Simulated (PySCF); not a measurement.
## Electronic structure of Xe(2+) (xenon, charge +2) at the wB97M-V level

Configuration: [Kr] 4d10 5s1 5p5, high-spin 3P determinant (an excited configuration). Computed with PySCF 2.14 in aug-cc-pVTZ-PP with ECP28MDF (6s5p4d2f, 55 functions), with a scalar-relativistic core potential.

```json
{
  "Total energy": "-327.6441 hartree",
  "One-electron energy": "-550.7308 hartree",
  "Hartree (Coulomb) energy": "246.1029 hartree",
  "Exchange-correlation energy": "-23.0161 hartree",
  "⟨S²⟩": "2.0026",
  "⟨L²⟩": "2.015",
  "Sum of ⟨r⟩": "27.08 bohr",
  "Sum of ⟨r²⟩": "41.93 bohr²",
  "Traceless quadrupole moment −½Σ⟨3z² − r²⟩ along its main axis": "1.70 e·bohr²"
}
```

```tsv
shell	electrons	mean orbital energy (hartree)	spread (hartree)	rms radius, mean of both spins (bohr)
4s α	1	-8.47678	0	0.767
4s β	1	-8.46293	0	0.767
4p α	3	-6.36729	0.02700	0.819
4p β	3	-6.35462	0.01784	0.819
4d α	5	-3.23323	0.02880	0.934
4d β	5	-3.21638	0.01940	0.934
5s α	1	-1.69065	0	1.89
5p α	3	-1.16595	0.04921	2.21
5p β	2	-1.08442	0	2.21
```

Energies and moments cover only the electrons outside the core potential.
